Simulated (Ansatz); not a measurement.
`[F][Hf]([F])([Cl])[Cl]` + `C#[C][Al]([NH2])[F]` → `[NH2][Hf]([F])([Cl])[Cl]` + `C#[C][Al]([F])[F]`  (redistribution)

Gas-phase electronic energies from Ansatz, PBE0-D4/def2-TZVP geometries. CCSD(T)/CBS is the MP2 limit (def2-TZVPP, def2-QZVPP) plus CCSD(T) − MP2 in def2-TZVPP, frozen cores. DFT in def2-TZVPP. B3LYP here is the variant with VWN-RPA as its local correlation; programs differ in this. HSE06 is defined as in plane-wave codes. def2 core potentials past Kr. For Hf outer-core shells are correlated without core-valence functions, which leaves a few kJ/mol of doubt a bond. Each species was taken in one conformer, which may not be the lowest.

`[F][Hf]([F])([Cl])[Cl]`:

Cartesian coordinates in Å:
```
F 1.255 -0.249 1.456
Hf 0.011 -0.071 0.050
F -0.951 -1.686 -0.098
Cl -1.463 1.668 0.535
Cl 1.148 0.339 -1.943
```

`C#[C][Al]([NH2])[F]`:

```xyz
8

C    -2.365    0.017   -0.883
C    -1.235    0.251   -0.522
Al    0.535    0.600    0.049
N     1.541   -0.657    0.737
F     1.156    2.117   -0.100
H    -3.362   -0.186   -1.203
H     2.487   -0.534    1.058
H     1.242   -1.610    0.864
```

`[NH2][Hf]([F])([Cl])[Cl]`:

Cartesian coordinates in Å:
```
N -1.187 0.317 0.314
Hf 0.690 -0.104 -0.233
F 1.226 1.322 -1.354
Cl 0.714 -2.164 -1.363
Cl 2.032 -0.260 1.688
H -1.769 -0.249 0.917
H -1.706 1.138 0.031
```

`C#[C][Al]([F])[F]`:

```xyz
6

C    -1.276    0.453   -1.256
C    -0.441    0.157   -0.435
Al    0.855   -0.304    0.842
F     1.085    0.610    2.178
F     1.790   -1.632    0.653
H    -2.013    0.715   -1.982
```

```tsv
level	ΔE (kcal/mol)	difference from CCSD(T)/CBS
LDA (SPW92)	6.0	2.5
PBE-D4	6.0	2.5
revPBE-D4	6.1	2.6
BLYP-D4	5.7	2.2
B97M-V	6.1	2.6
PBE0-D4	5.2	1.7
r2SCANh-D4	5.5	2.0
r2SCAN0-D4	5.0	1.5
HSE06-D4	5.2	1.7
BHLYP-D4	4.5	1.0
CAM-B3LYP-D4	5.6	2.1
ωB97X-V	5.9	2.4
ωB97M-V	5.4	1.9
B2PLYP	4.8	1.3
PBE-QIDH	4.3	0.8
PBE	6.2	2.7
revPBE	6.3	2.8
BLYP	6.0	2.5
r2SCAN	5.9	2.4
PBE0	5.4	1.9
B3LYP	5.5	2.0
r2SCANh	5.6	2.1
r2SCAN0	5.1	1.6
HSE06	5.4	1.9
BHLYP	4.9	1.4
CAM-B3LYP	5.9	2.4
LC-ωPBE	6.7	3.2
RPA@PBE/def2-TZVPP	3.7	0.2
HF/def2-SVP	4.9	1.4
MP2/def2-SVP	4.4	0.9
CCSD/def2-SVP	4.7	1.2
CCSD(T)/def2-SVP	4.9	1.4
HF/def2-TZVPP	4.6	1.1
MP2/def2-TZVPP	3.0	-0.5
SCS-MP2/def2-TZVPP	3.4	-0.1
CCSD/def2-TZVPP	3.6	0.1
MP2/def2-QZVPP	2.9	-0.6
HF/CBS(def2)	4.6	1.1
MP2/CBS(def2)	2.8	-0.7
CCSD/CBS(def2)	3.4	-0.1
CCSD(T)/CBS	3.5	0
```

Largest T1 diagnostic among the species: 0.015.

In def2-TZVPP, CCSD(T) changes the Hartree–Fock value by −0.9 kcal/mol (the triples alone add +0.1 kcal/mol) and MP2 by −1.6 kcal/mol. From r2SCAN to r2SCAN0 (25 % exact exchange), in def2-TZVPP and without D4, ΔE moves by −0.8 kcal/mol.
